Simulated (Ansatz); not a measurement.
Reaction (ligand exchange at the Al–S bond): `C/C=C\[S][AlH2]` + `CC(C)N` → `CC(C)[NH][AlH2]` + `C/C=C/S`

Isolated molecules relaxed with PBE0-D4/def2-TZVP in Ansatz; ΔE leaves out vibrations. CCSD(T)/CBS is the MP2 limit (def2-TZVPP, def2-QZVPP) plus CCSD(T) − MP2 in def2-TZVPP, frozen cores. Double bonds are as drawn, so ΔE can hold a change between cis and trans. Functionals use def2-TZVPP. Each species was taken in one conformer, which may not be the lowest.

| species | PBE0 energy (Eh) |
| --- | --- |
| `C/C=C\[S][AlH2]` | -758.81651 |
| `CC(C)N` | -174.34469 |
| `CC(C)[NH][AlH2]` | -417.28323 |
| `C/C=C/S` | -515.86920 |

Work out ΔE.

ΔE = (-417.28323) + (-515.86920) − (-758.81651) − (-174.34469) = 0.00877 Eh = +0.24 eV. CCSD(T)/CBS gives +0.19 eV.

Largest T1 diagnostic among the species: 0.012.

In def2-TZVPP, CCSD(T) changes the Hartree–Fock value by +0.15 eV (the triples alone add +0.04 eV) and MP2 by +0.23 eV. From PBE to PBE0 (25 % exact exchange), in def2-TZVPP and without D4, ΔE moves by +0.05 eV. The D4 term adds +0.06 eV with B3LYP and +0.03 eV with PBE0; it sums over pairs of atoms, weighted by their polarisabilities, and B3LYP, whose exchange is more repulsive, gets the larger term.

B3LYP here is the variant with VWN-RPA as its local correlation; programs differ in this.
